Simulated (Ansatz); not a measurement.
Relaxation of CH5AlFN (9 atoms, charge 0, multiplicity 1), to a largest force component of 0.015 eV/Å in at most 40 steps.

The calculation used Ansatz 0.2.0, RKS B3LYP-D4/def2-SVP.

```xyz
9
Properties=species:S:1:pos:R:3
F 0.621 2.310 0.423
C -0.122 1.193 0.107
N 0.700 0.043 0.364
Al 2.389 0.453 1.036
H -0.411 1.221 -0.983
H -1.031 1.174 0.741
H 0.221 -0.570 1.117
H 2.514 1.354 2.366
H 3.734 0.072 0.185
```

Task: Where does it end, and by what steps?

Result: The forces met the threshold. After 26 steps the energy has fallen by 2.186 eV; F1 moved furthest, 2.00 Å. Parted: F1–C2. Joined: F1–Al4.

```csv
step,energy less start (eV),largest force component (eV/Å),accepted
0,0.0000,2.001,yes
1,-0.2172,1.222,yes
2,-0.3032,0.792,yes
3,-0.4095,0.403,yes
4,-0.5355,0.352,yes
5,-0.6723,0.571,yes
6,-0.7512,1.125,yes
7,-0.9343,1.187,yes
8,-1.2276,2.200,yes
9,-1.3809,1.863,yes
10,-1.4881,1.598,yes
11,-1.7737,1.087,yes
12,-1.9643,0.583,yes
13,-2.0639,0.260,yes
14,-2.1120,0.597,yes
15,-2.1277,0.626,yes
16,-2.1386,0.334,yes
17,-2.1506,0.171,yes
18,-2.1590,0.416,yes
19,-2.1656,0.336,yes
20,-2.1714,0.293,yes
21,-2.1793,0.146,yes
22,-2.1847,0.131,yes
23,-2.1856,0.053,yes
24,-2.1857,0.032,yes
25,-2.1857,0.030,yes
26,-2.1858,0.005,yes
```

```xyz
9
Properties=species:S:1:pos:R:3
F 2.163 2.714 1.633
C -0.307 0.408 -0.173
N 0.324 0.662 0.901
Al 2.309 1.145 1.019
H 0.241 0.449 -1.124
H -1.375 0.149 -0.188
H -0.237 0.614 1.757
H 2.839 0.070 2.069
H 2.658 1.040 -0.538
```

Time of the run: 51 s on 1 thread of Intel(R) Xeon(R) 6975P-C (Granite Rapids), with other jobs on the host, peak memory 0.18 GiB.
